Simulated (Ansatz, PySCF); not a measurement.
Molecule: GeI, net charge 0, doublet state. 
Geometry from a B3LYP-D3(BJ)/def2-TZVP (Ansatz, a program for electronic structure) optimisation:
```
Ge
I 1 2.5553
```
Charge 0, spin multiplicity 2.

Total electronic energies in hartree. Cores are frozen in the correlated levels unless marked. Open shells are spin-unrestricted. Spin-orbit coupling is left out. Frozen are the shells of the preceding noble gas and the d and f shells that filled before the atom's block. Past Kr the def2 sets carry scalar-relativistic core potentials. STO-3G rows are all-electron and non-relativistic. Basis-set limits of correlation are two-point, X^-3; Hartree-Fock from the larger set. [CCSD(T)-MP2]/basis is that difference in the basis named.

```json
[
 {"level": "HF/STO-3G", "program": "Ansatz", "energy (Eh)": "-8902.42652"},
 {"level": "RI-HF/def2-QZVPP", "program": "Ansatz", "energy (Eh)": "-2372.09093"},
 {"level": "BLYP-D4/def2-TZVPD", "program": "Ansatz + dftd4", "energy (Eh)": "-2374.73211"},
 {"level": "PBE0-D3(BJ)/def2-TZVPD", "program": "Ansatz + dftd3", "energy (Eh)": "-2374.46767"},
 {"level": "TPSSh-D3(BJ)/def2-TZVPD", "program": "PySCF + dftd3", "energy (Eh)": "…"},
 {"level": "MN15-D3(BJ)/def2-TZVPD", "program": "PySCF + dftd3", "energy (Eh)": "…"},
 {"level": "wB97M-V/def2-TZVPD", "program": "Ansatz", "energy (Eh)": "-2374.58310"},
 {"level": "wB97X-V/def2-TZVPD", "program": "Ansatz", "energy (Eh)": "-2374.50210"},
 {"level": "B2GP-PLYP/def2-TZVPD", "program": "Ansatz", "energy (Eh)": "-2373.80155"},
 {"level": "SCS-MP2/STO-3G", "program": "Ansatz", "energy (Eh)": "-8902.44938"},
 {"level": "SCS-MP2/def2-SVP", "program": "Ansatz", "energy (Eh)": "-2371.92252"},
 {"level": "CCSD/def2-SVP", "program": "Ansatz", "energy (Eh)": "-2371.94825"},
 {"level": "RI-MP2/CBS(def2-TZVPP,def2-QZVPP)+[CCSD(T)-MP2]/def2-SVP", "program": "Ansatz", "energy (Eh)": "-2372.3660"},
 {"level": "RI-MP2/CBS(def2-TZVPPD,def2-QZVPPD)+[CCSD(T)-MP2]/def2-SVPD", "program": "Ansatz", "energy (Eh)": "-2372.3673"},
 {"level": "CCSD(T)/CBS(def2-TZVPPD,def2-QZVPPD)", "program": "Ansatz", "energy (Eh)": "-2372.3749"}
]
```

Fill in the missing entries.


- TPSSh-D3(BJ)/def2-TZVPD, energy (Eh): -2374.58798
- MN15-D3(BJ)/def2-TZVPD, energy (Eh): -2374.30409
